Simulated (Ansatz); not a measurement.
Total energies of cyclo-(Cl2SnNH)3 (Sn3N3Cl6H3) from Ansatz at PBE0-D4/def2-TZVP, gas phase (1 Eh = 27.2114 eV = 2625.5 kJ/mol). The reference geometry is relaxed at PBE-D4/def2-SVP.

```xyz
15

Sn    0.702   -0.990    1.665
Cl    0.908   -1.084    4.004
Cl    1.808   -2.899    0.811
N    -1.287   -0.936    1.176
Sn   -1.901   -0.378   -0.696
Cl   -1.631   -2.094   -2.303
Cl   -4.197    0.116   -0.629
N    -0.875    1.331   -1.165
Sn    1.149    1.463   -0.888
Cl    1.788    3.721   -1.008
Cl    2.388    0.317   -2.546
N     1.513    0.771    1.005
H    -1.750   -1.814    1.459
H    -1.137    1.666   -2.105
H     2.521    0.810    1.220
```

```json
{"state": "charge 0 singlet", "geometry": "reference", "energy (Eh)": "-3569.62170"}
{"state": "charge 1 doublet", "geometry": "reference", "energy (Eh)": "-3569.25107"}
{"state": "charge 1 doublet", "geometry": "relaxed at PBE-D4/def2-SVP", "energy (Eh)": "-3569.28390"}
{"state": "free Sn atom (triplet)", "geometry": "–", "energy (Eh)": "-214.25870"}
{"state": "free Cl atom (doublet)", "geometry": "–", "energy (Eh)": "-459.99739"}
{"state": "free N atom (quartet)", "geometry": "–", "energy (Eh)": "-54.54382"}
{"state": "free H atom (doublet)", "geometry": "–", "energy (Eh)": "-0.50104"}
```

In the def2 sets Sn takes a core potential; there is no spin–orbit coupling. Single mean-field runs in def2-TZVP are fitted with def2-universal-jkfit.

(1) Work out the vertical ionisation energy to the doublet.

(2) How much does the charge 1 doublet relax, and what is the adiabatic ionisation energy?

(3) What is the binding energy per atom against free atoms?

(1) E(charge 1 doublet) − E(charge 0 singlet) = -3569.25107 − (-3569.62170) = 0.37063 Eh = 10.09 eV. For comparison, −ε of the highest occupied level is 8.74 eV at this level, 1.35 eV less.

(2) Relaxation: -3569.25107 − (-3569.28390) = 0.03283 Eh = 0.89 eV. Adiabatic ionisation energy: 0.33780 Eh = 9.19 eV, without zero-point energy. 

(3) Atoms: 3 × (-214.25870) + 6 × (-459.99739) + 3 × (-54.54382) + 3 × (-0.50104) = -3567.89502 Eh. Binding: -3567.89502 − (-3569.62170) = 1.72668 Eh = 46.99 eV, or 3.13 eV for each of 15 atoms (no zero-point energy, no counterpoise term).
